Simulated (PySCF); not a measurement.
C3H8As (SMILES C[C](C)[AsH2]), doublet, geometry from GFN2-xTB; DF-PBE/STO-3G (PySCF).

Here is a job for PySCF.
```python
from pyscf import gto, scf, dft

mol = gto.M(
    atom='''
C    -1.06519029    1.78483099    0.03108030
C    -0.76655125    0.36846721   -0.33389339
C    -1.95211724   -0.52631047   -0.48317032
As    0.91553816   -0.40089944    0.22269269
H    -1.54395907    1.85767815    1.01530513
H    -1.75664549    2.22927244   -0.68771601
H    -0.15135721    2.38131331    0.05400838
H    -2.65585291   -0.11386931   -1.20908699
H    -2.50022148   -0.63413665    0.46085300
H    -1.64900049   -1.52122396   -0.81434270
H     0.99654841   -1.34845491   -0.94467525
H     1.75088179    0.61717613   -0.50730393
''',
    basis='sto-3g',
    spin=1,
    verbose=4,
)

mf = dft.UKS(mol)
mf.xc = 'pbe'
mf = mf.density_fit(auxbasis='def2-universal-jkfit')
mf.kernel()
```

What does PySCF print? Leave out banner, timings and long lists.


```
PySCF version 2.14.0

[INPUT] verbose = 4
[INPUT] num. atoms = 12
[INPUT] num. electrons = 59
[INPUT] charge = 0
[INPUT] spin (= nelec alpha-beta = 2S) = 1
[INPUT] symmetry False subgroup None
[INPUT] Mole.unit = angstrom
[INPUT] Symbol           X                Y                Z      unit          X                Y                Z       unit  Magmom
[INPUT]  1 C     -1.065190290000   1.784830990000   0.031080300000 AA   -2.012917918646   3.372841749736   0.058733254869 Bohr   0.0
[INPUT]  2 C     -0.766551250000   0.368467210000  -0.333893390000 AA   -1.448571922943   0.696302112783  -0.630967061903 Bohr   0.0
[INPUT]  3 C     -1.952117240000  -0.526310470000  -0.483170320000 AA   -3.688966946642  -0.994582644791  -0.913059576318 Bohr   0.0
[INPUT]  4 As     0.915538160000  -0.400899440000   0.222692690000 AA    1.730116378988  -0.757590145092   0.420828194043 Bohr   0.0
[INPUT]  5 H     -1.543959070000   1.857678150000   1.015305130000 AA   -2.917659789838   3.510502931089   1.918648628566 Bohr   0.0
[INPUT]  6 H     -1.756645490000   2.229272440000  -0.687716010000 AA   -3.319578874052   4.212714368641  -1.299594910379 Bohr   0.0
[INPUT]  7 H     -0.151357210000   2.381313310000   0.054008380000 AA   -0.286023673878   4.500029972681   0.102061046631 Bohr   0.0
[INPUT]  8 H     -2.655852910000  -0.113869310000  -1.209086990000 AA   -5.018834627029  -0.215181809893  -2.284843271875 Bohr   0.0
[INPUT]  9 H     -2.500221480000  -0.634136650000   0.460853000000 AA   -4.724733847955  -1.198344594049   0.870885953684 Bohr   0.0
[INPUT] 10 H     -1.649000490000  -1.521223960000  -0.814342700000 AA   -3.116159305374  -2.874696658526  -1.538884674539 Bohr   0.0
[INPUT] 11 H      0.996548410000  -1.348454910000  -0.944675250000 AA    1.883203564771  -2.548210471225  -1.785177499155 Bohr   0.0
[INPUT] 12 H      1.750881790000   0.617176130000  -0.507303930000 AA    3.308687059588   1.166293856319  -0.958665489616 Bohr   0.0

nuclear repulsion = 256.316867465392
number of shells = 25
number of NR pGTOs = 123
number of NR cGTOs = 41
basis = sto-3g
ecp = {}

******** <class 'pyscf.df.df_jk.DFUKS'> ********
method = DFUKS
initial guess = minao
damping factor = 0
level_shift factor = 0
DIIS = <class 'pyscf.scf.diis.CDIIS'>
diis_start_cycle = 1
diis_space = 8
diis_damp = 0
SCF conv_tol = 1e-09
SCF conv_tol_grad = None
SCF max_cycles = 50
direct_scf = False
number electrons alpha = 30  beta = 29
XC library pyscf.dft.libxc version 7.1.2
    S. Lehtola, C. Steigemann, M. J. T. Oliveira, and M. A. L. Marques,  SoftwareX 7, 1–5 (2018)
XC functionals = pbe
    J. P. Perdew, K. Burke, and M. Ernzerhof,  Phys. Rev. Lett. 77, 3865 (1996)
    J. P. Perdew, K. Burke, and M. Ernzerhof,  Phys. Rev. Lett. 78, 1396 (1997)
    J. P. Perdew, K. Burke, and M. Ernzerhof,  Phys. Rev. Lett. 77, 3865 (1996)
    J. P. Perdew, K. Burke, and M. Ernzerhof,  Phys. Rev. Lett. 78, 1396 (1997)
radial grids:
    Treutler-Ahlrichs [JCP 102, 346 (1995); DOI:10.1063/1.469408] (M4) radial grids

becke partition: Becke, JCP 88, 2547 (1988); DOI:10.1063/1.454033
pruning grids: <function nwchem_prune>
grids dens level: 3
symmetrized grids: False
atomic radii adjust function: <function treutler_atomic_radii_adjust>
small_rho_cutoff = 0
Set gradient conv threshold to 3.16228e-05
tot grids = 141248
init E= -2325.14068991353

cycle= 1 E= -2327.56413584902  delta_E= -2.42  |g|= 0.351  |ddm|= 2.92
cycle= 2 E= -2327.59722416311  delta_E= -0.0331  |g|= 0.294  |ddm|= 1.27
cycle= 3 E= -2327.67714753389  delta_E= -0.0799  |g|= 0.046  |ddm|= 0.638
cycle= 4 E= -2327.67855999188  delta_E= -0.00141  |g|= 0.0172  |ddm|= 0.0932
cycle= 5 E= -2327.67877009711  delta_E= -0.00021  |g|= 0.00503  |ddm|= 0.0415
cycle= 6 E= -2327.67879611905  delta_E= -2.6e-05  |g|= 0.000802  |ddm|= 0.0139
cycle= 7 E= -2327.67879669114  delta_E= -5.72e-07  |g|= 0.000438  |ddm|= 0.00209
cycle= 8 E= -2327.67879682455  delta_E= -1.33e-07  |g|= 9.27e-05  |ddm|= 0.000769
cycle= 9 E= -2327.67879683192  delta_E= -7.38e-09  |g|= 1.13e-05  |ddm|= 0.000184
cycle= 10 E= -2327.67879683211  delta_E= -1.88e-10  |g|= 2.25e-06  |ddm|= 3.64e-05
Extra cycle  E= -2327.67879683213  delta_E= -1.46e-11  |g|= 1.04e-06  |ddm|= 8.74e-06
converged SCF energy = -2327.67879683213  <S^2> = 0.75309013  2S+1 = 2.0030877
```
